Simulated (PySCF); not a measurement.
Molecule: `Fc1ccncc1`, C5H4FN.

Geometry (Å), atoms numbered from 1 in this order:
```xyz
11

F    -0.405    2.145    0.267
C    -0.273    0.839    0.085
C    -1.404    0.045   -0.049
C    -1.203   -1.321   -0.242
N    -0.003   -1.894   -0.303
C     1.061   -1.107   -0.171
C     0.993    0.272    0.026
H    -2.401    0.486   -0.002
H    -2.069   -1.983   -0.352
H     2.041   -1.597   -0.224
H     1.887    0.889    0.131
```

Geometry PBE0-D3(BJ)/def2-SVP throughout; GIAO in PySCF, gas phase, one conformer, non-relativistic; equivalent atoms averaged; functional PBE0.

For orientation, def2-TZVP gives these shifts δ (against CFCl3, TMS, NH3 at the same level): F1 -102.8, C2 176.7, C4/C6 157.9, C3/C7 115.2, N5 344.8, H9/H10 8.84, H8/H11 7.02 ppm.

A run gave: F1 -102.7, C2 166.5, C4/C6 151.3, C3/C7 110.0, N5 321.4, H9/H10 8.94, H8/H11 7.14 ppm (shifts δ (against CFCl3, TMS, NH3 at the same level)).

Which basis set was used in that run?
A. aug-cc-pVDZ
B. 6-31G*
C. IGLO-III
D. cc-pVDZ

Results:

A. N5 tells them apart best: aug-cc-pVDZ gives 321.4, 6-31G* gives 302.3, IGLO-III gives 347.3, cc-pVDZ gives 327.4 ppm.
